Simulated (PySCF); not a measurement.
Two-component Hartree-Fock for Ho³¹⁺ (holmium, charge +31)

Start: [Kr]. Calculated with PySCF 2.14 in an uncontracted even-tempered set (17 s from 2.9 bohr⁻², ratio 2.8; 14 p from 3.8 bohr⁻², ratio 2.8; 8 d from 6.8 bohr⁻², ratio 2.8; 4 f from 20 bohr⁻², ratio 3): generalised Hartree-Fock with the X2C-1e Hamiltonian and a Gaussian nucleus; one run each with spin-orbit coupling (SO) switched off, then screened by Boettger's factors.

| spinor shell | electrons | ε, spin-free (eV) | ε, screened SO (eV) | weight of nominal j (screened SO) | rms radius, screened SO (bohr) |
| --- | --- | --- | --- | --- | --- |
| 1s1/2 | 2 | -57080.4 | -57068.5 | 1.000 | 0.0236 |
| 2s1/2 | 2 | -10658.0 | -10654.3 | 1.000 | 0.0953 |
| 2p1/2 | 2 | -9574.2 | -10181.2 | 1.000 | 0.0814 |
| 2p3/2 | 4 | -9574.2 | -9318.5 | 1.000 | 0.0880 |
| 3s1/2 | 2 | -3311.9 | -3310.7 | 1.000 | 0.242 |
| 3p1/2 | 2 | -2972.8 | -3104.9 | 1.000 | 0.233 |
| 3p3/2 | 4 | -2972.8 | -2916.3 | 1.000 | 0.247 |
| 3d3/2 | 4 | -2546.5 | -2570.4 | 1.000 | 0.219 |
| 3d5/2 | 6 | -2546.5 | -2529.5 | 1.000 | 0.223 |
| 4s1/2 | 2 | -1445.6 | -1445.2 | 1.000 | 0.511 |
| 4p1/2 | 2 | -1313.5 | -1352.9 | 1.000 | 0.515 |
| 4p3/2 | 4 | -1313.5 | -1296.5 | 1.000 | 0.540 |

| quantity | spin-free | screened SO |
| --- | --- | --- |
| E (hartree) | -12103.32712 | -12113.27331 |
| M_J | 0 | 0 |
| ⟨J²⟩ | 0.000 | 0.000 |
| ⟨L²⟩ | 0.000 | 0.053 |
| ⟨S²⟩ | 0.000 | 0.053 |

Breit and QED terms are absent; they matter most for the inner s and p1/2 levels.

Densities and radii are taken from the X2C orbitals without a picture-change correction, which distorts them close to the nucleus.

Without spin-orbit coupling the j labels of p, d and f shells carry no meaning; the spin-free column gives the mean over the occupied spinors of each nl shell.
